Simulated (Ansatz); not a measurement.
Input file for Ansatz (a program for electronic structure): U-PBE/def2-TZVPP on ClHSn (SMILES [Cl][SnH]), a point of a bond scan (R = 2.875 Å). Elements past Kr take the def2 small-core potentials; no spin–orbit coupling.

Ansatz 0.2 input:
```yaml
crystal:
  periodic: [false, false, false]
  atoms:
    - {symbol: Sn, position_ang: [-0.30483669, -0.30030482, 0.41765924]}
    - {symbol: H, position_ang: [-1.42233025, -0.94349575, -0.81898880]}
    - {symbol: Cl, position_ang: [1.23726133, 1.18656002, -1.49981229]}
basis:
  gaussian:
    orbitals: def2-TZVPP
hamiltonian:
  xc: {name: PBE}
magnetization: {spin_polarized: true, initial_magnetization: 0}
```

Program output:

```
WARN ansatz: RAYON_NUM_THREADS=1 ignored (pool sized by the plan → 1); use --threads N
Functional definition: PBE
integrals: 0.03 GiB planned
741 factors; their error is unknown
mean field: 0.30 GiB planned
mean field evaluation 1: about -18363.4485 eV, gradient 1.8e1 eV
mean field evaluation 2: about -18297.4062 eV, gradient 8.1e1 eV
mean field evaluation 4: about -18365.6383 eV, gradient 6.1e0 eV
mean field evaluation 8: about -18365.8681 eV, gradient 5.2e-2 eV
mean field evaluation 16: about -18365.8544 eV, gradient 3.2e-5 eV
mean field evaluation 32: about -18363.6598 eV, gradient 3.1e0 eV
mean field -18365.85443743 eV, -674.9327017523 hartree, gradient 4.0e-6 eV, S^2 0.000000; 3 other end points of the search recorded, 0 dependent functions left out
reference -18365.85447663 eV, -674.9327031928 hartree; 20, 20 occupied and 86, 86 virtual orbitals, 741 factors
Total energy: -18365.85447663 eV, -674.9327031928 hartree
```

The calculation finished and met its thresholds.

Cost: very roughly 3 core-seconds.
